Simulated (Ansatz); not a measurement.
Gas-phase electronic energies from Ansatz, PBE0-D4/def2-TZVP geometries. CBS: MP2 limit from def2 TZ/QZ plus the TZ coupled-cluster correction, frozen cores. DFT in def2-TZVPP. B3LYP here is the variant with VWN-RPA as its local correlation; programs differ in this. Elements past krypton have def2 core potentials. For Te outer-core shells are correlated without core-valence functions, which leaves a few kJ/mol of doubt a bond. One conformer a species, not always the lowest.

Reaction (ligand exchange at a B–N bond): `BNC[TeH]` + `O[SiH2]S` → `BO[SiH2]S` + `NC[TeH]`

```
             level  ΔE (kJ/mol)  difference from CCSD(T)/CBS
           ωB97X-V         24.3                         -2.7
           ωB97M-V         26.5                         -0.5
            B2PLYP         26.6                         -0.4
              PBE0         31.0                          4.0
             B3LYP         26.3                         -0.7
SCS-MP2/def2-TZVPP         25.1                         -1.9
CCSD(T)/def2-TZVPP         27.1                          0.1
SCS-MP2/def2-QZVPP         24.9                         -2.1
      HF/CBS(def2)          7.8                        -19.2
     MP2/CBS(def2)         29.6                          2.6
       CCSD(T)/CBS         27.0                            0
```

Largest T1 diagnostic among the species: 0.013.

From PBE to PBE0 (25 % exact exchange), in def2-TZVPP and without D4, ΔE moves by −4.1 kJ/mol. In def2-TZVPP, CCSD(T) changes the Hartree–Fock value by +18.3 kJ/mol (the triples alone add +2.9 kJ/mol) and MP2 by +20.8 kJ/mol.
